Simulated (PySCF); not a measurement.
Exercise with solution: oscillator strength and radiative lifetime

Au2H4S2Si2, SMILES [Au][S][SiH2][SiH2][S][Au], multiplicity 1.

The structure is a stationary point at r2SCAN-D4/def2-SVP. The spin state was assumed, not searched. The def2 effective core potentials stand for the cores of Au; spin–orbit coupling is left out. The values are those of a single conformer.

PySCF 2.14.0 with TDA-ωB97X/def2-SVPD puts the first singlet state with f over 0.02 at 3.18 eV (vertical), with the transition dipole (-0.357, 1.860, 0.000) in atomic units.

**Question.** Find the oscillator strength, the wavelength and the radiative lifetime that this transition would have in vacuum if emission retraced absorption.

**Answer.** 
|μ|² = 3.5870 au, so |μ| = 4.81 D. ΔE = 3.18/27.211 = 0.1169 hartree. f = (2/3) ΔE |μ|² = 0.279 (the program prints 0.280).
λ = 1239.84/3.18 = 390 nm; ν = 25648 cm⁻¹.
Einstein's coefficient A = 0.6670 ν² f s⁻¹ (ν in cm⁻¹) = 1.2e8 s⁻¹, so τ = 1/A = 8.2 ns. This state is S3; the lower singlets have f = 0.000, 0.014. The figure is the radiative limit of this one transition; relaxation, internal conversion, crossing to triplets and a medium change what is measured.
